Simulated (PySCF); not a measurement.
Co(15+) (cobalt, charge +15) across methods

[Ne] 3s2, closed-shell 1S. Computed with PySCF 2.14 in an even-tempered Gaussian basis (18 s from 1.2 bohr⁻², ratio 2.5; 11 p from 1.6 bohr⁻², ratio 2.5; 5 d from 6.4 bohr⁻², ratio 2.7; 4 f from 9.6 bohr⁻², ratio 2.7), with the spin-free X2C one-electron Hamiltonian (Gaussian nucleus).

| method | E (hartree) | mean ε 2s (eV) | mean ε 2p (eV) | mean ε 3s (eV) | Σ⟨r²⟩ (bohr²) | ⟨S²⟩ |
| --- | --- | --- | --- | --- | --- | --- |
| PBE | -1285.983 | -1382.7 | -1257.9 | -496.10 | 1.475 | 0.000 |
| PBE0 | -1286.032 | -1400.0 | -1271.2 | -499.52 | 1.475 | 0.000 |
| M06-2X | -1286.345 | -1413.2 | -1284.7 | -503.14 | 1.477 | 0.000 |
| r2SCAN | -1286.176 | -1392.0 | -1263.9 | -496.46 | 1.477 | 0.000 |
| LDA | -1283.469 | -1380.2 | -1257.1 | -496.03 | 1.475 | 0.000 |
| UHF | -1285.70250 | -1450.1 | -1309.4 | -508.49 | 1.478 | 0.000 |

Question: Estimate the same row for MN15.

Answer: E (hartree) = -1286.954; mean ε 2s (eV) = -1376.1; mean ε 2p (eV) = -1263.9; mean ε 3s (eV) = -500.88; Σ⟨r²⟩ (bohr²) = 1.475; ⟨S²⟩ = 0.000.
